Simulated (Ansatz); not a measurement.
`C[S][Ag]` + HBr → `[Br][Ag]` + CH₃SH at 400 K and 1 bar (ligand exchange at the Ag–S bond).

Gas-phase electronic energies from Ansatz, PBE0-D4/def2-TZVP geometries. CCSD(T)/CBS adds triple-zeta CCSD(T) − MP2 to the extrapolated MP2 energy (def2 sets, frozen cores). This one scheme is used for every species. def2 core potentials past Kr. For Ag, Br outer-core shells are correlated without core-valence functions, which leaves a few kJ/mol of doubt a bond. Scalar relativity is left out up to krypton.

```tsv
species	CCSD(T)/CBS energy (Eh)	H − E (kJ/mol)	S (J/(mol·K))
`C[S][Ag]`	-584.56425	122.8	329.9
HBr	-2573.91920	27.6	207.2
`[Br][Ag]`	-2720.28144	15.2	268.1
CH₃SH	-438.22835	138.7	269.4
```

H − E and S are ideal-gas, rigid-rotor, harmonic terms from PBE0-D4/def2-TZVP. 1 Eh = 2625.50 kJ/mol, R = 8.31446 J/(mol·K).

Problem. By hand: ΔE, ΔH, ΔS and ΔG.

Solution. ΔE = (-2720.28144) + (-438.22835) − (-584.56425) − (-2573.91920) = -0.02634 Eh = -69.2 kJ/mol. Δ(H − E) = 15.2 + 138.7 − 122.8 − 27.6 = 3.5, so ΔH = -65.7 kJ/mol. ΔS = 268.1 + 269.4 − 329.9 − 207.2 = 0.4 J/(mol·K). ΔG = -65.7 − 400 × (0.4)/1000 = -65.9 kJ/mol.

Problem. By hand: the equilibrium constant, and the temperature at which ΔG would vanish if ΔH and ΔS stayed fixed.

Solution. log₁₀ K = −ΔG/(RT ln 10) = 8.6. ΔH and −TΔS have one sign here, so there is no such temperature.

The number of gas molecules stays the same, so ΔS is small and ΔH decides. A doubt of 5 kJ/mol in ΔE shifts log₁₀ K by 0.7 here. These are equilibria of isolated gas molecules and say nothing of rates. Largest T1 diagnostic: 0.022 (customary marks: 0.02 for closed shells, 0.045 for open ones).

ΔS is within the doubt of such terms, so its sign, and with it that verdict, could turn.
